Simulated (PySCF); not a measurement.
## Magnetic susceptibility: `O[C@@H](CF)CBr`, C3H6BrFO

Geometry (Å), atoms numbered from 1 in this order:
```xyz
12

O     0.287    1.479   -0.737
C     0.127    0.429    0.184
C    -1.222   -0.270   -0.010
F    -2.225    0.644    0.207
C     1.290   -0.523   -0.063
Br    1.346   -1.932    1.260
H    -0.501    2.037   -0.706
H     0.171    0.816    1.217
H    -1.335   -0.628   -1.039
H    -1.368   -1.086    0.704
H     2.230    0.023    0.000
H     1.202   -0.991   -1.043
```

The calculation used PySCF 2.14.0, GIAO CAM-B3LYP/pcSseg-1 magnetisability, rotational g tensor and spin-rotation constants, non-relativistic, gas phase. Geometry: GFN2-xTB.

The calculation is non-relativistic, which matters for the atoms heavier than Zn.

Q: How diamagnetic is it, and how anisotropic?

A: Isotropic -1268 × 10⁻³⁰ J/T², or -76.4 × 10⁻⁶ cm³/mol; principal values -1367, -1258, -1180 × 10⁻³⁰ J/T², anisotropy 163 × 10⁻³⁰ J/T² (root of half the summed squared differences of the principal values). The susceptibility is in cgs units.

Q: Split it along the inertial axes a, b, c into diamagnetic and paramagnetic parts about the centre of mass, with the quadrupole moment.

A: 
| axis | χ (10⁻⁶ cm³/mol) | diamagnetic (10⁻⁶ cm³/mol) | paramagnetic (10⁻⁶ cm³/mol) | summed x² of all electrons (Å²) | quadrupole Θ (D Å) |
| --- | --- | --- | --- | --- | --- |
| a | -80.6 | -351.7 | 271.1 | 245.9 | -2.38 |
| b | -75.6 | -1121.0 | 1045.4 | 64.5 | -1.60 |
| c | -72.9 | -1316.9 | 1244.0 | 18.4 | +3.99 |

Anisotropies 2χaa − χbb − χcc = -12.8 and 2χbb − χaa − χcc = +2.4 × 10⁻⁶ cm³/mol. Θ is traceless in Buckingham's convention.

Q: And the rotational g tensor?

A: 
```tsv
axis	rotational constant (GHz)	g	nuclear part	electronic part
a	4.5574	-0.0129	0.5675	-0.5804
b	1.0155	-0.0055	0.4932	-0.4987
c	0.8616	-0.0071	0.4965	-0.5035
```
Asymmetric top; isotopes 79Br, 12C, 19F, 1H, 16O; no vibrational averaging.
